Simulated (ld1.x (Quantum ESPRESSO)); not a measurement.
## Ranking TM potentials for chlorine

All share these settings but for the change named:

- Element: Cl
- Generator: ld1.x (Quantum ESPRESSO) 7.5
- Type: norm-conserving Troullier–Martins (Kleinman–Bylander form)
- Functional: PW91
- Relativity: scalar-relativistic
- Frozen core: [Ne]
- Valence charge: 7
- Reference configuration: 3s2 3p3.5 (charge +1.5)
- Partial waves: 3s (bound): rc 1.10 bohr; 3p (bound): rc 1.30 bohr; 3d channel at 0.05 Ry: rc 1.40 bohr
- Local potential: the d channel
- Core correction: Bessel-smoothed model core, default radius (core density twice the valence density)

Test errors are all-electron minus pseudo excitation energies from the reference, over 3s2 3p5; 3s2 3p4; 3s2 3p3; 3s2 3p1; 3s1 3p5; 3s1 3p6; 3s2 3p2. None of these files shows a bound ghost.

The base gives 184.1 meV.

Of 6 variants that were run, those that failed, showed a ghost or another fault, or gave nearly equal values are left out.

A variant can come out equal or close to the base, since the largest error may sit in a test that the change hardly touches while other tests move.

Problem. Rank these variants by their largest absolute test error, smallest first.
A. wave 3s (bound): rc 1.10 bohr becomes 3s (bound): rc 1.24 bohr
B. wave 3s (bound): rc 1.10 bohr becomes 3s (bound): rc 1.66 bohr
C. wave 3s (bound): rc 1.10 bohr becomes 3s (bound): rc 0.98 bohr

Solution. A (171.4 meV), C (208.0 meV), B (243.6 meV).
